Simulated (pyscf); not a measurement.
Single points on ωB97X-D3(BJ)/def2-SVP structures (PySCF, gas phase). Correlated levels are frozen-core, on RHF or UHF. ΔMP2 is the change of the MP2 total energy from the triple- to the quadruple-zeta basis.

**Question.** How much does it cost (ΔH, 298 K, CCSD(T)/def2-TZVPP + ΔMP2(QZVPP)) to split H₂B–NH–AlH₂ (SMILES B[NH][AlH2]) at its B–N bond into BH₂• + [HN–AlH₂]•?

**Answer.** B–N to BH₂• + [HN–AlH₂]•: 145.4 kcal/mol. The radicals are drawn with the spin at the cut bond; how far it spreads was not checked. H₂B–NH–AlH₂ may be a fragile minimum: a first optimisation, from another start, lost the drawn bonds. [HN–AlH₂]• lies 30.0 kcal/mol over its isomer [H₂N–AlH]•, and others may lie lower still (electronic energy, ωB97M-D3(BJ)). The CCSD(T) − MP2 part came from Ansatz, without density fitting, on the same reference.
